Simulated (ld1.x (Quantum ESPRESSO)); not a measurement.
# u(r) = r·R(r): atom against pseudo-atom (arsenic)

Columns: radius, all-electron u(r) and pseudo u(r) of the 3d shell (level -50.41 eV) of arsenic in the configuration [Ar] 3d10 4s2 4p2; PBEsol, scalar-relativistic, ultrasoft scheme, ld1.x (Quantum ESPRESSO) 7.5.

```csv
r (bohr),all-electron,pseudo
0.090,0.1525,0.0029
0.180,0.5493,0.0224
0.270,0.9073,0.0703
0.360,1.1208,0.1508
0.450,1.1997,0.2587
0.540,1.1857,0.3809
0.630,1.1179,0.4994
0.720,1.0236,0.5963
0.810,0.9196,0.6577
0.900,0.8155,0.6773
0.990,0.7167,0.6573
1.080,0.6257,0.6072
1.170,0.5437,0.5406
1.260,0.4708,0.4708
1.350,0.4066,0.4066
1.440,0.3505,0.3505
1.530,0.3016,0.3016
1.620,0.2592,0.2592
1.710,0.2224,0.2224
1.800,0.1907,0.1907
1.890,0.1633,0.1633
1.980,0.1398,0.1398
2.070,0.1195,0.1195
2.160,0.1021,0.1021
2.250,0.0872,0.0872
2.340,0.0744,0.0744
```

(1) How many radial nodes do the two functions have?

(2) At about which radius was the pseudo-wave matched?

(3) Where does each function peak?

(4) Is the pseudo-wave norm-conserving?

Results:

(1) The all-electron 3d function has n − l − 1 = 0; the pseudo-wave has 0.

(2) 1.35 bohr, where the columns begin to agree (steps of 0.09 bohr).

(3) Outermost all-electron maximum near 0.45 bohr, pseudo maximum near 0.90 bohr (to the table’s step).

(4) No, it belongs to an ultrasoft set: the norm inside the radius is not constrained, and the difference is carried by the augmentation charge.
